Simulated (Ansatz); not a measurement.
Reaction (silylene formation by 1,1-elimination): `CO[SiH](I)OC` → `CO[Si]OC` + HI

Gas-phase electronic energies from Ansatz, PBE0-D4/def2-TZVP geometries. CBS: MP2 limit from def2 TZ/QZ plus the TZ coupled-cluster correction, frozen cores. Functionals use def2-TZVPP. B3LYP here is the variant with VWN-RPA as its local correlation; programs differ in this. def2 core potentials past Kr. For I outer-core shells are correlated without core-valence functions, which leaves a few kJ/mol of doubt a bond. Each species was taken in one conformer, which may not be the lowest.

Q: Is it downhill or uphill in electronic energy at CCSD(T)/CBS, and by how much? (Best estimate.)

A: Computed: Uphill: ΔE = +59.2 kcal/mol.

Q: What do these levels give: PBE0-D4, B3LYP-D4, ωB97X-V, ωB97M-V, PBE, r2SCAN, PBE0, HF/def2-TZVPP, MP2/def2-TZVPP, HF/def2-QZVPP, MP2/def2-QZVPP, MP2/CBS(def2)? (Best estimate.)

A: Ansatz gave: PBE0-D4 59.6, B3LYP-D4 54.7, ωB97X-V 59.2, ωB97M-V 55.5, PBE 52.4, r2SCAN 60.2, PBE0 57.4, HF/def2-TZVPP 57.9, MP2/def2-TZVPP 61.4, HF/def2-QZVPP 57.8, MP2/def2-QZVPP 63.2, MP2/CBS(def2) 64.6 kcal/mol.

Largest T1 diagnostic among the species: 0.014.

The D4 term adds +4.0 kcal/mol with B3LYP and +2.2 kcal/mol with PBE0; it sums over pairs of atoms, weighted by their polarisabilities, and B3LYP, whose exchange is more repulsive, gets the larger term. From PBE to PBE0 (25 % exact exchange), in def2-TZVPP and without D4, ΔE moves by +5.1 kcal/mol.
